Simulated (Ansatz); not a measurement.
A CCSD(T) single point on `CC1[SiH2]N1[SiH3]`.

```yaml
crystal:
  periodic: [false, false, false]
  atoms:
    - {symbol: C, position_ang: [-1.530761, 1.075313, 0.430557]}
    - {symbol: C, position_ang: [-0.160441, 0.523766, 0.718779]}
    - {symbol: Si, position_ang: [0.183758, -1.165155, 1.351034]}
    - {symbol: N, position_ang: [0.340348, -0.527736, -0.220201]}
    - {symbol: Si, position_ang: [1.230675, -0.357260, -1.668658]}
    - {symbol: H, position_ang: [-2.251964, 0.273458, 0.257813]}
    - {symbol: H, position_ang: [-1.884831, 1.680016, 1.269316]}
    - {symbol: H, position_ang: [-1.520364, 1.711283, -0.461016]}
    - {symbol: H, position_ang: [0.580686, 1.294827, 0.946633]}
    - {symbol: H, position_ang: [1.401121, -1.460465, 2.143216]}
    - {symbol: H, position_ang: [-0.901978, -2.142669, 1.592403]}
    - {symbol: H, position_ang: [0.407276, 0.285291, -2.730190]}
    - {symbol: H, position_ang: [2.445628, 0.491161, -1.483635]}
    - {symbol: H, position_ang: [1.647948, -1.710829, -2.117252]}
basis:
  gaussian: {orbitals: def2-TZVPP}
correlation: {method: ccsd_t}
```

```sh
$ ansatz run in.yaml --threads 4 --pin off --events-out ev --progress --plain --max-ram 10444MiB
```

Output of Ansatz, abridged:

```
Functional definition: HF
1740 factors; integrals over basis functions are off by at most 9.5e-4 eV
mean field evaluation 1: about -19406.0459 eV, gradient 4.3e1 eV
mean field evaluation 2: about -19406.3724 eV, gradient 4.3e1 eV
mean field evaluation 4: about -19411.2038 eV, gradient 5.5e0 eV
mean field evaluation 8: about -19411.3060 eV, gradient 2.9e-1 eV
mean field -19411.30630691 eV, -713.3523493228 hartree, gradient 2.7e-6 eV, S^2 0.000000; 0 other end points of the search recorded, 0 dependent functions left out
13 core orbitals not correlated: weight in the atoms' cores, before any rotation towards them, 1.000 or more for the frozen orbitals, at most 0.000 for the correlated occupied ones
reference -19411.30630691 eV, -713.3523493228 hartree; 15, 15 occupied and 275, 275 virtual orbitals, 1740 factors
second order -21.75411892 eV of doubles, -0.00000000 eV of singles
cycle   1  -22.54758427 eV  change   -7.9e-1 eV  update   1.1e-1
cycle   2  -23.19805429 eV  change   -6.5e-1 eV  update   3.2e-2
cycle   3  -23.31504519 eV  change   -1.2e-1 eV  update   1.5e-2
cycle   4  -23.30475984 eV  change    1.0e-2 eV  update   3.8e-3
cycle   5  -23.30472380 eV  change    3.6e-5 eV  update   1.8e-3
cycle   6  -23.30478674 eV  change   -6.3e-5 eV  update   5.4e-4
cycle   7  -23.30453006 eV  change    2.6e-4 eV  update   2.1e-4
cycle   8  -23.30456265 eV  change   -3.3e-5 eV  update   7.6e-5
cycle   9  -23.30458102 eV  change   -1.8e-5 eV  update   2.6e-5
perturbative correction -0.95156888 eV, -0.0349695112 hartree
Total energy: -19435.56245680 eV, -714.2437463901 hartree
```

Hardware: 4 threads of an Arm Neoverse V2 on a shared host. Wall time 11 min, peak host memory 3.8 GiB.

MP2 recovers 89.7 % of the CCSD(T) correlation energy and the triples give 3.9 %; T1 = 0.0117.
